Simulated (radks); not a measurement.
Excited configurations of the tantalum ion Ta3+: one electron is placed in a higher orbital outside [Xe] 4f14 5d1. The ground configuration is [Xe] 4f14 5d2. All-electron calculation, scalar-relativistic Kohn-Sham, BLYP, spin-unpolarised, spherical densities, point nucleus. Program: a radial shooting solver on a logarithmic mesh with Libxc functionals. Excitation = E - E(ground); binding = E(ion) - E, where the ion is the core of charge +4; n* = 4/sqrt(2 binding) in atomic units, and the quantum defect is n - n*.

| outer orbital | excitation (eV) | binding (eV) | n* | quantum defect | eigenvalue (eV) |
|---|---|---|---|---|---|
| 5f | 20.512 | 14.521 | 3.872 | 1.128 | -11.896 |
| 6s | 2.180 | 32.853 | 2.574 | 3.426 | -28.712 |
| 6p | 9.622 | 25.410 | 2.927 | 3.073 | -22.003 |
| 6d | 18.476 | 16.556 | 3.626 | 2.374 | -14.256 |
| 6f | 25.403 | 9.630 | 4.755 | 1.245 | -8.267 |
| 7s | 18.190 | 16.842 | 3.595 | 3.405 | -14.992 |
| 7p | 20.910 | 14.123 | 3.926 | 3.074 | -12.483 |
| 7d | 24.626 | 10.406 | 4.574 | 2.426 | -9.094 |
| 7f | 28.262 | 6.771 | 5.670 | 1.330 | -5.932 |

The Delta-SCF ionisation energy is 35.033 eV (NIST Atomic Spectra Database: 35 eV, theoretical). Self-interaction in the functional shifts the binding energies and quantum defects, so they are the method's values and not measured ones. Spin polarisation and multiplet splitting are left out, so open shells lie too high by an amount that depends on their filling. Spin-orbit splitting is averaged out at the scalar-relativistic level.

Beside tabulated values, note that spin-unpolarised runs miss the spin-polarisation part of the exchange energy of open shells.
